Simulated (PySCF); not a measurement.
BaI2, SMILES [I][Ba][I].

The structure is a stationary point at B3LYP-D3(BJ)/def2-SVP. The def2 effective core potentials stand for the cores of Ba, I; spin–orbit coupling is left out.

Computed with C-PCM-M06-2X/def2-SVP in PySCF.

The values are the electrostatic part of the solvation free energy, E(continuum) − E(gas) at the gas-phase geometry, in a cavity of scaled van der Waals radii (PySCF's table); cavitation and dispersion terms are not included. A continuum can't describe solvent molecules that bind to the metal. In vacuum the orbital gap is 5.74 eV. The dipole moment in vacuum is 6.50 D.

| solvent | ε | ΔG(elec) (kcal/mol) | dipole (D) | gap (eV) |
|---|---|---|---|---|
| water | 78.36 | -23.9 | 8.13 | 7.09 |
| methanol | 32.61 | -23.4 | 8.09 | 7.06 |
| toluene | 2.37 | -12.9 | 7.38 | 6.49 |
